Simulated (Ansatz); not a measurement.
Species: H2S2, charge 0, singlet. H2S2 (SMILES SS).
B3LYP-D3(BJ)/def2-TZVP minimum from Ansatz (a first-principles code):
```xyz
4

S     -0.9222     0.0561     0.4718
S      0.9228     0.0543    -0.4709
H     -1.5351    -0.8736    -0.2871
H      1.5259    -0.8942     0.2724
```

Total energies in cc-pV(D+d)Z, 14 correlated electrons, 10 frozen orbitals. UHF or UKS for unpaired electrons; spin-orbit terms are left out. Cores are frozen in correlated methods. No relativity.

| method | program | energy (Eh) | minus CCSDTQ (mEh) |
|---|---|---|---|
| HF | Ansatz | -796.23172 | 317.75 |
| MP2 | Ansatz | -796.50282 | 46.65 |
| CCSD | Ansatz | -796.53918 | 10.29 |
| CCSD(T) | Ansatz | -796.54792 | 1.55 |
| CCSDT(Q) | Ansatz | -796.54946 | 0.01 |
| CCSDTQ | Ansatz | -796.54947 | 0.00 |

Rough core times of Ansatz's runs on a shared machine: CCSD(T) under 20 s, CCSDT(Q) 40 s, CCSDTQ 40 min.
